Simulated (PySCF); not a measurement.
# Ionisation energy of Cs by level of theory

Cs [Xe] 6s1 (2S) → Cs⁺ [Xe] (1S), as a difference of total energies. Calculation: PySCF 2.14, in def2-TZVP with the def2 core potential (46 electrons) (5s3p3d, 29 functions); scalar relativity through the core potential. The calculations carry no spin-orbit coupling.

```tsv
method	ionisation energy (eV)	error (eV)
UHF	3.492	-0.402
r2SCAN	3.784	-0.110
M06-L	3.288	-0.606
```

Reference: 3.894 eV (measured; NIST Atomic Spectra Database, ionization energies).
